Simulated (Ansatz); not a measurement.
# Cost against result

Saddle point of SiNH4Cl3, closed shell (SiNH₃Cl₂ ([NH2][SiH]([Cl])[Cl]) + HCl → SiHCl₃ ([Cl][SiH]([Cl])[Cl]) + NH₃ (still joined by a long Si–N bond); bonds formed: Si1–Cl7, N2–H6; bonds broken: H6–Cl7; bonds weakened to dative contacts: Si1–N2), PBE0-D4/def2-TZVP structure:

```
9
angstrom
Si -0.8227 -0.3369 0.0170
N 0.9397 0.0376 0.3171
Cl -1.0019 -1.1403 -1.8226
Cl -1.1035 -1.8910 1.3503
H -1.7424 0.7102 0.4445
H 0.9587 0.9961 -0.2866
Cl 0.0488 2.1112 -1.2570
H 1.5623 -0.6719 -0.0608
H 1.1610 0.1850 1.2982
```

Barriers are electronic and count from the start structure reached by relaxing down the imaginary mode.

Ansatz 0.2.0; basis: as named in each row; cores frozen in the correlated methods. B3LYP uses VWN-RPA correlation. Extrapolation: Hartree–Fock as exp(−7.88 √X), correlation as X^−2.97.

Times are rough, for one single point on 8 threads of a shared host (Arm Neoverse V1).

The estimate by CCSD(T) at an estimated basis limit (MP2 extrapolated from triple and quadruple zeta, plus CCSD(T) − MP2 in triple zeta) is 11.40 kcal/mol.

| method | basis | time (s) | barrier (kcal/mol) | method less estimate |
| --- | --- | --- | --- | --- |
| HF | STO-3G | under 1 | 9.96 | -1.45 |
| PBE-D4 | STO-3G | under 1 | -2.28 | -13.69 |
| SPW92 | def2-SVP | under 1 | 3.86 | -7.54 |
| B3LYP-D4 | 6-31G | under 1 | 1.40 | -10.00 |
| PBE-D4 | def2-SVP | under 1 | 8.41 | -2.99 |
| PBE0-D4 | def2-SVP | under 1 | 9.57 | -1.83 |
| SPW92 | def2-TZVPP | 1 | 4.33 | -7.07 |
| PBE-D4 | def2-TZVPP | 2 | 8.68 | -2.73 |
| BLYP-D4 | def2-TZVPP | 2 | 11.03 | -0.37 |
| B3LYP-D4 | def2-TZVPP | 2 | 11.60 | 0.20 |
| BHLYP-D4 | def2-TZVPP | 2 | 12.50 | 1.10 |
| CCSD(T) | def2-SVP | 3 | 17.17 | 5.76 |
| CAM-B3LYP-D4 | def2-TZVPP | 3 | 12.18 | 0.78 |
| PBE0-D4 | def2-TZVPP | 3 | 9.61 | -1.80 |
| wB97M-V | def2-SVP | 3 | 10.67 | -0.73 |
| r2SCAN-D4 | def2-TZVPP | 4 | 9.50 | -1.90 |
| RPA on PBE | def2-TZVPP | 4 | 14.95 | 3.55 |
| B2PLYP | def2-TZVPP | 4 | 12.88 | 1.48 |
| PBE-QIDH | def2-TZVPP | 4 | 10.99 | -0.41 |
| r2SCAN0-D4 | def2-TZVPP | 4 | 10.04 | -1.36 |
| wB97X-V | def2-TZVPP | 6 | 11.65 | 0.25 |
| B97M-V | def2-TZVPP | 6 | 12.24 | 0.84 |
| wB97M-V | def2-TZVPP | 7 | 10.84 | -0.56 |
| MP2 | def2-QZVPP | 14 | 11.05 | -0.35 |
| CCSD(T) | def2-TZVPP | 110 | 13.68 | 2.28 |

All methods are single points on the PBE0-D4 structures; a negative value means that the method puts the saddle structure below the start.

T1 diagnostic: at most 0.010.

Hydrogen chloride, the by-product of chloride precursors, can attack films and sites by steps of this kind.

Labels in which every atom is bracketed show which atoms are joined, not bond orders.
